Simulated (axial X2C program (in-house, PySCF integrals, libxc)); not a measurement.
# Outer orbitals of OsCl at 2.283 Å, HF

Calculated with an in-house relativistic program for diatomic molecules. Spin-free means the one-electron spin-free X2C Hamiltonian; two-component (2c) means X2C with spin–orbit coupling and atomic mean-field two-electron Coulomb and Gaunt terms, so the difference of the two also holds small scalar two-electron terms. Basis: Os dyall-cv3z [13s14p9d6f4g], Cl dyall-av3z [9s8p3d2f] (cores contracted in-house); Gaussian nuclei, density fitting, unrestricted open shells. Masses: Os 191.961 u, Cl 34.969 u.

The distance is close to the 2c PBE0 minimum; the highest filled and lowest empty levels are listed.

Spin-free orbitals, state M_S = 5/2, Λ = 0 (beyond evenly filled blocks: σα, π+α, π-α, δ+α, δ-α) (Löwdin shares):

```tsv
symmetry	occupied	ε (eV)	atomic character
σα	yes	-29.32	77% Cl s, 8% Os d, 6% Os p
σβ	yes	-28.65	77% Cl s, 8% Os d, 7% Os p
σα	yes	-16.18	51% Os d, 41% Cl p, 4% Cl s
π-α	yes	-15.78	85% Os d, 13% Cl p
π+α	yes	-15.78	85% Os d, 13% Cl p
δ+α	yes	-15.30	100% Os d
δ-α	yes	-15.30	100% Os d
σβ	yes	-13.86	74% Cl p, 16% Os d, 3% Cl s
σα	yes	-12.41	36% Os d, 33% Cl p, 28% Os s
π-β	yes	-12.23	83% Cl p, 8% Os d, 4% Os f
π+β	yes	-12.23	83% Cl p, 8% Os d, 4% Os f
π-α	yes	-11.89	75% Cl p, 15% Os d, 4% Os f
π+α	yes	-11.89	75% Cl p, 15% Os d, 4% Os f
σβ	yes	-8.99	51% Os d, 34% Os s, 11% Cl p
σα	yes	-8.83	40% Os s, 34% Os p, 17% Cl p
π-α	no	0.63	89% Os p, 4% Cl p, 3% Cl d
π+α	no	0.63	89% Os p, 4% Cl p, 3% Cl d
σβ	no	0.79	42% Os s, 39% Os p, 12% Os d
π-β	no	1.02	91% Os p, 4% Cl p, 4% Os d
π+β	no	1.02	91% Os p, 4% Cl p, 4% Os d
```

The lowest two-component determinant found has another configuration (Ω = 9/2 (⟨Sz⟩ = 2.43, ⟨Lz⟩ = 2.07 at HF)), so the levels differ by more than spin–orbit coupling. Its spinors:

```tsv
ω	occupied	ε (eV)	atomic character	λ mixture
1/2	yes	-29.07	77% Cl s, 8% Os d, 6% Os p	100% σ
-1/2	yes	-28.57	77% Cl s, 8% Os d, 7% Os p	100% σ
1/2	yes	-15.92	50% Os d, 42% Cl p, 4% Cl s	98% σ, 2% π
-1/2	yes	-15.12	79% Os d, 18% Cl p	97% π, 3% σ
3/2	yes	-14.75	76% Os d, 21% Cl p	99% π, 1% δ
-3/2	yes	-14.01	99% Os d	98% δ, 2% π
-1/2	yes	-13.55	80% Cl p, 8% Os d, 4% Os s	97% σ, 3% π
5/2	yes	-13.00	100% Os d	100% δ
1/2	yes	-12.33	66% Cl p, 19% Os d, 9% Os s	64% π, 36% σ
-3/2	yes	-12.05	84% Cl p, 8% Os d, 4% Os f	99% π, 1% δ
1/2	yes	-11.85	51% Cl p, 27% Os d, 16% Os s	63% σ, 37% π
-1/2	yes	-11.57	69% Cl p, 20% Os d, 4% Os p	99% π, 1% σ
3/2	yes	-11.47	62% Cl p, 28% Os d, 4% Os f	90% π, 10% δ
3/2	yes	-10.46	94% Os d, 5% Cl p	89% δ, 11% π
1/2	yes	-8.63	41% Os s, 34% Os p, 16% Cl p	98% σ, 2% π
-1/2	no	-0.19	69% Os s, 13% Os d, 7% Cl s	100% σ
-1/2	no	0.53	88% Os p, 4% Cl p, 4% Cl d	100% π
3/2	no	0.70	90% Os p, 4% Cl p, 3% Cl d	100% π
1/2	no	1.17	91% Os p, 4% Os d, 4% Cl p	99% π, 1% σ
```

Q: How does the gap between the highest filled and lowest empty level change from the spin-free to the 2c table?

A: From 9.46 to 8.44 eV at HF, a change of -1.02 eV.

Mulliken charges and populations of the two-component result (they depend on the basis, above all on diffuse functions):

Os 0.41 e (s 10.96 p 24.44 d 26.13 f 14.05 g 0.01), Cl -0.41 e (s 5.94 p 11.43 d 0.03). ⟨Lz⟩ = 2.07 ħ and ⟨Sz⟩ = 2.43 ħ (2.37 and 0.06 on the two atoms), which add up to Ω.

The state is one determinant with fixed occupations, lowest in a PBE0 search at one distance only: followed along the bond, the 2c determinant Ω = 7/2 reaches 0.04 eV lower at PBE0, at Re = 2.148 Å, so the state shown is not the lowest. With several unpaired electrons one determinant need not be a pure state. A state of lower Ω lies just above, and one determinant can place such states too high, so the state shown need not be the lowest. The search has Ω = 7/2 only 0.10 eV up.
